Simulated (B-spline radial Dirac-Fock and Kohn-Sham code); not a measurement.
## Kohn-Sham estimates against Dirac-Fock for the levels of Rh⁸⁺

System: the Rh⁸⁺ ion in the configuration [Kr] 4d1.

The density-functional columns are spherical, spin-unpolarised Dirac-Kohn-Sham results without Breit or QED terms: −ε is minus the orbital energy of the initial state and ΔSCF the difference of two total energies. The reference in the last column comes from Dirac-Fock (average of configuration) total-energy differences with a finite nucleus, the Breit interaction including its frequency dependence, and self-energy and vacuum-polarisation corrections. All numbers are from a radial B-spline solver, in eV; a selection of levels is shown. For the 1s level of heavy atoms much of the gap between ΔSCF and the reference is the Breit and QED part, -68.2 eV here; for other levels the error of the functional can be larger.

```
     level   LDA −ε  LDA ΔSCF  Dirac-Fock
    K (1s)  23136.5   23438.8     23378.3
   L1 (2s)   3476.4    3534.2      3578.7
L2 (2p1/2)   3231.3    3301.5      3308.0
L3 (2p3/2)   3086.9    3154.0      3165.4
   M1 (3s)    734.5     757.9       787.0
M2 (3p1/2)    638.6     662.3       680.7
M3 (3p3/2)    613.6     636.8       655.4
M4 (3d3/2)    443.4     468.1       468.1
M5 (3d5/2)    438.4     463.0       463.3
   N1 (4s)    211.7     223.2       228.8
N2 (4p1/2)    180.5     191.6       190.7
N3 (4p3/2)    175.8     186.7       186.0
 N4,5 (4d)    125.2     135.1       133.8
```

Values without a named source are computed, but for edge energies of neutral atoms, which are taken from tables.
